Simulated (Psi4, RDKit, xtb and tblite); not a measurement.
Torsional profile of C4H8O2Si, SMILES OC(=O)[SiH2]CC=C. Scanned: dihedral C1–C2–C3–Si4 and dihedral C2–C3–Si4–C5; all other coordinates were relaxed at GFN2-xTB. Points at φ and −φ are mirror images. Heavy atoms are numbered in the order of the SMILES C=CC[SiH2]C(=O)O, hydrogens after them in the order of the atoms that carry them; the mirror image has the same energies with the sign of each dihedral reversed.

Levels: GFN2-xTB (xtb and tblite); MMFF94 // GFN2-xTB (RDKit); PBE/def2-SVP // GFN2-xTB (Psi4); PBE-D3(BJ)/def2-SVP // GFN2-xTB (Psi4); UFF // GFN2-xTB (RDKit).

Energies in kJ/mol at chosen points (x: dihedral C1–C2–C3–Si4 (°); y: dihedral C2–C3–Si4–C5 (°)), relative to x = -60, y = -60:

```
method               (120, 180)  (180, 120)  (120, 0)  (-150, 30)  (180, 30)  (-150, -60)  (-120, -90)
-------------------  ----------  ----------  --------  ----------  ---------  -----------  -----------
GFN2-xTB                   -6.1         8.7      -1.6         2.1        7.3          0.9         -2.8
MMFF94                    -13.7         1.9       2.6         0.2        2.8         -5.7         -9.9
PBE/def2-SVP               -7.0         7.5       1.6         4.1        7.5         -1.4         -8.2
PBE-D3(BJ)/def2-SVP        -5.2         9.6       1.4         4.6        8.4         -0.6         -6.7
UFF                         5.4        11.8      17.4        11.4        6.5          6.3          9.5
```

MMFF94 has few fitted parameters for silicon.
